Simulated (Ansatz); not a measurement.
Cost and result for the atomization energy of `CC1=C(C)B1` (12 atoms, 12 bonds).

```xyz
12

C     1.135   -0.942    1.171
C    -0.135   -0.349    0.708
C    -0.637    0.352   -0.334
C    -0.211    0.936   -1.620
B    -1.558    0.008    0.756
H     1.414   -0.520    2.140
H     1.960   -0.784    0.471
H     1.011   -2.017    1.328
H    -0.380    2.016   -1.614
H    -0.819    0.535   -2.435
H     0.843    0.750   -1.846
H    -2.623    0.013    1.274
```

Charge 0, multiplicity 1. Geometry: relaxed with PBE0-D4/def2-TZVP. Program: Ansatz. All runs use 4 threads of an Intel Xeon 6975P-C on a shared host. Times are those of one run each, without the atoms' runs, and a repeat can differ threefold. Electronic energies, without spin–orbit coupling; frozen cores. CCSD(T)/CBS adds CCSD(T) − MP2 in def2-TZVPP to the MP2 limit, and its time is that of the two runs behind it. T1 = 0.010. B3LYP takes the VWN-RPA correlation (the form of Gaussian; ORCA's B3LYP/G).

CCSD(T)/CBS is a level of theory with its own doubt, some kJ/mol a heavy atom from the limit and from the frozen cores, so smaller differences don't rank the functionals.

```
                             level  functions  wall time  atomization (kJ/mol)  difference from CCSD(T)/CBS  per bond
   PBE-D4/def2-TZVPP (with forces)        253      1.7 s                5141.8                        159.0      13.2
                PBE0-D4/def2-TZVPP        253      1.8 s                5076.1                         93.3       7.8
r2SCAN-D4/def2-TZVPP (with forces)        253      2.7 s                5043.9                         61.1       5.1
 B3LYP-D4/def2-TZVPP (with forces)        253      2.7 s                5022.2                         39.4       3.3
                 B2PLYP/def2-TZVPP        253      3.1 s                4973.9                         -8.9      -0.7
                ωB97X-V/def2-TZVPP        253      4.3 s                5016.3                         33.5       2.8
  ωB97M-V/def2-TZVPP (with forces)        253      5.5 s                5030.0                         47.2       3.9
                    MP2/def2-QZVPP        495       14 s                5032.3                         49.5       4.1
                CCSD(T)/def2-TZVPP        253       34 s                4876.7                       -106.1      -8.8
                 CCSD(T)/CBS(def2)          –       48 s                4982.8                          0.0       0.0
```

From PBE to PBE0 (25 % exact exchange), in def2-TZVPP and without D4, the atomization energy moves by −62.5 kJ/mol: exact exchange takes away binding that semilocal exchange gives to molecules. The D4 term adds +32.5 kJ/mol with B3LYP and +17.2 kJ/mol with PBE0; it sums over pairs of atoms, weighted by their polarisabilities, and B3LYP, whose exchange is more repulsive, gets the larger term. In def2-TZVPP, CCSD(T) changes the Hartree–Fock value by +1060.6 kJ/mol (the triples alone add +67.7 kJ/mol) and MP2 by +1153.9 kJ/mol; breaking electron pairs costs correlation energy, which Hartree–Fock lacks.
